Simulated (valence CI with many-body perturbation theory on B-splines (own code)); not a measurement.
## Ladder of approximations for Fe VI

Level of theory: configuration interaction combined with many-body perturbation theory (CI+MBPT): three valence electrons over a frozen Dirac-Fock core [Ar], radial functions for each j: 9 s, 9 p, 10 d, 8 f, 5 g, 3 h, 1 i, with the one-electron correlation potential Σ1, the two-electron term Σ2, the three-electron term Σ3, Breit, model QED; selected CI, second order for the rest, scaled by the run's own slope (own B-spline code, finite nucleus).

Against 33 measured levels this calculation errs by 487 cm⁻¹ on average and by 1013 at most. These come from a selection out of Corliss and Sugar, J. Phys. Chem. Ref. Data 11, 135 (1982). Levels without a partner in it may be off by more, other configurations by 1,000 to 8,000 cm⁻¹. The list stops below the first excitations out of the core.

Each rung adds one term. CI alone is the Dirac-Coulomb CI over the frozen core; QED comes last and gives the full result, which names the levels. Energies are above 3d3 4F_3/2 on the same rung, in eV.

Names give the largest LS component (configuration and term), which can be under half, so a name can repeat, a term be missing and a line seem to break the LS rules; names also repeat where a configuration has a term twice. Letters in brackets count levels of one name in rising energy.

```csv
Level,CI alone,Σ1,Σ2,Σ3,Breit,QED,Full
3d3 4F_5/2,0.061,+0.0050,+0.0052,+0.0001,-0.0088,+0.0003,0.063
3d3 4F_7/2,0.144,+0.0114,+0.0119,+0.0002,-0.0214,+0.0006,0.146
3d3 4F_9/2,0.245,+0.0191,+0.0195,+0.0001,-0.0378,+0.0011,0.247
3d3 4P_1/2,2.526,+0.0369,-0.1633,+0.0014,-0.0091,+0.0004,2.392
3d3 4P_3/2,2.547,+0.0374,-0.1621,+0.0033,-0.0092,+0.0005,2.417
3d3 4P_5/2,2.629,+0.0449,-0.1546,-0.0003,-0.0196,+0.0009,2.500
3d3 2G_7/2,2.636,+0.0431,-0.0831,-0.0582,-0.0180,+0.0005,2.521
3d3 2G_9/2,2.721,+0.0488,-0.0790,-0.0567,-0.0288,+0.0009,2.606
3d3 2P_3/2,3.327,+0.0505,-0.1132,+0.0533,-0.0032,+0.0003,3.315
3d3 2P_1/2,3.318,+0.0530,-0.1297,+0.1162,-0.0125,+0.0007,3.345
3d3 2H_9/2,3.576,+0.0586,-0.1443,-0.0008,-0.0253,+0.0008,3.465
3d3 2H_11/2,3.640,+0.0623,-0.1428,+0.0007,-0.0377,+0.0010,3.523
3d3 2D_5/2 [a],3.693,+0.0638,-0.0362,-0.0998,-0.0228,+0.0010,3.599
3d3 2D_3/2 [a],3.656,+0.0653,-0.0426,-0.0388,-0.0266,+0.0013,3.614
3d3 2F_7/2,5.965,+0.0883,-0.3109,+0.0335,-0.0228,+0.0008,5.754
3d3 2F_5/2,6.001,+0.0909,-0.3082,+0.0333,-0.0172,+0.0010,5.801
3d3 2D_5/2 [b],9.044,+0.1317,-0.1451,-0.0017,-0.0140,+0.0010,9.016
3d3 2D_3/2 [b],9.090,+0.1352,-0.1527,-0.0017,-0.0146,+0.0012,9.057
3d2 4s 4F_3/2,28.291,+1.244,+2.733,+0.0734,+0.0142,+0.0131,32.369
3d2 4s 4F_5/2,28.355,+1.248,+2.736,+0.0735,+0.0073,+0.0133,32.434
3d2 4s 4F_7/2,28.450,+1.255,+2.741,+0.0734,-0.0040,+0.0137,32.529
3d2 4s 4F_9/2,28.573,+1.264,+2.746,+0.0731,-0.0200,+0.0143,32.650
3d2 4s 2F_5/2,29.096,+1.252,+2.801,+0.0866,+0.0060,+0.0128,33.254
3d2 4s 2F_7/2,29.285,+1.265,+2.810,+0.0864,-0.0166,+0.0135,33.443
3d2 4s 2D_5/2,30.791,+1.279,+2.629,+0.0770,+0.0048,+0.0134,34.794
3d2 4s 2D_3/2,30.813,+1.281,+2.642,+0.0775,+0.0033,+0.0136,34.830
3d2 4s 4P_1/2,30.990,+1.281,+2.530,+0.0734,+0.0111,+0.0136,34.899
3d2 4s 4P_3/2,31.040,+1.285,+2.542,+0.0742,+0.0035,+0.0139,34.959
3d2 4s 4P_5/2,31.139,+1.293,+2.560,+0.0744,-0.0135,+0.0144,35.068
3d2 4s 2P_1/2,31.717,+1.283,+2.579,+0.0894,+0.0091,+0.0131,35.691
3d2 4s 2P_3/2,31.808,+1.291,+2.584,+0.0890,-0.0069,+0.0135,35.779
```

The middle columns are the shifts that each term adds.

Problem. How does the ionisation energy move along the ladder, and which term matters most?

Solution. CI alone 93.947, + Σ1 95.895, + Σ2 98.749, + Σ3 98.749, + Breit 98.753, + QED 98.757 eV. The largest step is Σ2, 2.854 eV. NIST lists 98.985 ± 0.015 eV (measured).
